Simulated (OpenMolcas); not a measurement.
# Cd II: effect of the level shift or regulariser

* Program: OpenMolcas 26.06
* Basis: ANO-RCC-VQZP [8s7p5d3f2g1h]
* Scalar Hamiltonian: DKH2, point nucleus
* Active space: 1 electron in 4 orbitals (5s 5p)
* State averaging: 2S+1 = 2 even, 1 root; 2S+1 = 2 odd, 3 roots
* Spin-orbit coupling: state interaction with AMFI integrals over the reference wave functions, term energies averaged over their components

Methods on the same reference wave functions:
A. CASSCF
B. SS-CASPT2, IPEA 0.25 Eh, imaginary shift 0.1 Eh (closed shells correlated: 4d)
C. SS-CASPT2, IPEA 0.25 Eh, sigma2 regulariser 0.3 Eh (closed shells correlated: 4d)

Energies in cm-1 above 5s 2S 1/2, the measured ground level; measured values from NIST Handbook of Basic Atomic Spectroscopic Data.

| Level | A | B | C | Measured |
| --- | --- | --- | --- | --- |
| 5s 2S 1/2 | 0.0 | 0.0 | 0.0 | 0.0 |
| 5p 2P* 1/2 | 40594 | 44988 | 44988 | 44136 |
| 5p 2P* 3/2 | 42478 | 46872 | 46872 | 46619 |

Deviations, from unrounded energies. A percentage is the sum of absolute deviations over the sum of measured energies, with the sign that they share, or ± where signs differ.

| Against measurement | Levels | A | B | C |
| --- | --- | --- | --- | --- |
| mean absolute deviation (cm-1) | 2 | 3800 | 550 | 550 |
| other configurations (%) | 2 | -8.5 | +1.2 | +1.2 |

B, C lie about equally close to measurement and A furthest from it. The largest miss of C in the table is 5p 2P* 1/2, by +850 cm-1. The ranking rests on the paired levels alone, and a cruder setting can come out closer through cancelling errors.

Between B and C no level of the table moves by more than 5 cm-1.

The lowest spin-free term lies below A's lowest term by 0.345 hartree in B, 0.345 hartree in C.

With one active electron the reference holds no correlation, so core polarisation is missing (holds for A). With one active electron, CASPT2 adds the correlation within the correlated inactive shells and between them and that electron, and leaves the splitting within a term as the reference gives it (holds for B; C). Measured partners are found by configuration, term and J. A level has none where our copy of the source lacks it or the pairing is in doubt (some pairs that miss far off the trend of their configuration count as doubtful), and it then counts in no deviation. Levels of configurations outside the active space are missing.

* marks odd parity.
